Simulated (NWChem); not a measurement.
CH$_{9}$NSi$_{2}$; SMILES [SiH3][SiH2]CN

```xyz
13

N      0.0715     2.7227    -0.0292
C      0.6716     1.4017     0.0253
Si    -0.6780     0.0650     0.0669
Si     0.2522    -2.0919    -0.0322
H     -0.4092     2.8638    -0.9152
H      0.7799     3.4514     0.0345
H      1.2342     1.2976     0.9699
H      1.3972     1.1650    -0.7840
H     -1.5821     0.2473    -1.1158
H     -1.5070     0.1984     1.3043
H      1.1744    -2.3230     1.1245
H      1.0382    -2.2702    -1.2942
H     -0.8199    -3.1346     0.0055
```
Atoms are numbered in this order, from 1.

Coordinates come from a PBE0/def2-SVP optimisation. Not confirmed as a minimum by frequencies.

**Question.** Give the principal values of the shielding tensors (ppm) of N1, C2, Si3, Si4 from B3LYP/6-31G* (spherical d), GIAO (NWChem), with their diamagnetic and paramagnetic parts as GIAO splits them.

**Answer.** 
```csv
atom,σ11,σ22,σ33,isotropic,diamagnetic,paramagnetic
N1,203.2,237.8,261.7,234.2,316.4,-82.1
C2,138.3,154.4,192.2,161.7,246.5,-84.8
Si3,426.4,429.8,497.8,451.3,881.9,-430.5
Si4,486.1,487.8,492.1,488.7,882.3,-393.6
```
